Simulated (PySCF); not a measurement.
C4H5Cl, SMILES C=CC(=C)Cl.

The structure is a stationary point at B3LYP-D3(BJ)/def2-SVP. Other conformers were not sampled.

Two levels are set side by side: TDA-PBE/def2-SVPD (PySCF) and TDA-PBE0/def2-SVPD (PySCF). Vertical, same geometry. The lowest singlet is HOMO−1→LUMO 57 %, HOMO→LUMO 31 % with PBE and HOMO→LUMO 71 %, HOMO−1→LUMO 22 % with the other functional; states are paired by order. Differences are taken from unrounded values.

```tsv
quantity	TDA-PBE0	TDA-PBE	TDA-PBE minus TDA-PBE0
lowest singlet excitation (eV)	5.93	5.22	-0.71
lowest triplet excitation (TDA) (eV)	3.04	3.09	0.05
first bright state (f over 0.05) (eV)	5.93	5.22	-0.71
its oscillator strength	0.46	0.09	-0.36
```

Functionals without exact exchange tend to place singlet excitations lower, as here. Differences between two approximate levels are no errors against the true value.

Rough cost on one machine, each run with all the roots and properties that it gave: TDA-PBE0 against TDA-PBE about 2 times.
